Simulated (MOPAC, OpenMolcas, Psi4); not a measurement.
**How methods differ on GeNH4O (SMILES [NH][GeH2][OH])**

GeNH4O: 7 atoms, total charge 0, spin state doublet. SMILES: `[NH][GeH2][OH]`. Geometry: relaxed at PBE0-D4/def2-TZVP. This is one conformer, not always the lowest.

```xyz
7

N    -1.1800   -0.6296   -0.7043
Ge    0.0918    0.3579    0.2273
O     1.4881   -0.7085    0.4542
H    -2.0737   -0.1273   -0.7247
H     0.4685    1.5753   -0.6442
H    -0.3483    0.7582    1.6429
H     1.6148   -1.2940   -0.2967
```

Quantity: the dipole moment, in D. The values are calculated.

```
              level                    kind     program  value (D)   CPU time
                PM6          semi-empirical       MOPAC       3.51  under 2 s
      UHF/def2-SVPD            Hartree–Fock  OpenMolcas       2.15       24 s
   USVWN5/def2-SVPD                     LDA  OpenMolcas       1.92       48 s
 U-revPBE/def2-SVPD                     GGA  OpenMolcas       1.80       65 s
 U-r2SCAN/def2-SVPD                meta-GGA  OpenMolcas       1.89       78 s
    UPBE0/def2-SVPD           global hybrid  OpenMolcas       1.95       63 s
U-wB97M-V/def2-SVPD  range-separated hybrid        Psi4       2.00    3.8 min
```

All-electron rows without a relativistic Hamiltonian named are non-relativistic. The values span 1.80 to 3.51 D. Magnitudes only. Times are those of the runs behind each value, whatever else they computed, on shared processors of several kinds: orders of magnitude only.
